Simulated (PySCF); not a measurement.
# Basis-set dependence of SnCl⁺ at PBE

PySCF, UKS reference; singlet, unpaired electrons none; De to Sn⁺ + Cl without counterpoise correction.

| basis | relativity | functions | Re (Å) | ωe (cm⁻¹) | De (eV) | μ (D) |
| --- | --- | --- | --- | --- | --- | --- |
| def2-SVP | scalar-relativistic core potentials | 44 | 2.317 | 409 | 4.43 | -2.59 |
| cc-pVDZ-PP/cc-pV(D+d)Z | scalar-relativistic core potentials | 46 | 2.313 | 401 | 4.32 | -2.67 |
| def2-TZVPPD | scalar-relativistic core potentials | 107 | 2.284 | 409 | 4.46 | -2.40 |

How does each smaller set differ from the one with most functions, def2-TZVPPD?

def2-SVP: +3.3 pm, +0.0 % in ωe, -0.03 eV in De; cc-pVDZ-PP/cc-pV(D+d)Z: +2.9 pm, -2.0 % in ωe, -0.14 eV in De. All at PBE; the set with most functions is neither the basis-set limit nor always the best.

A positive dipole points towards Cl; it is taken about the centre of mass and depends on that origin. Spin–orbit coupling is left out, which matters for elements this heavy, above all for dissociation energies. For an ion De counts to the pair picked by the measured ionisation energies or electron affinities, which need not be the lowest pair at this level.
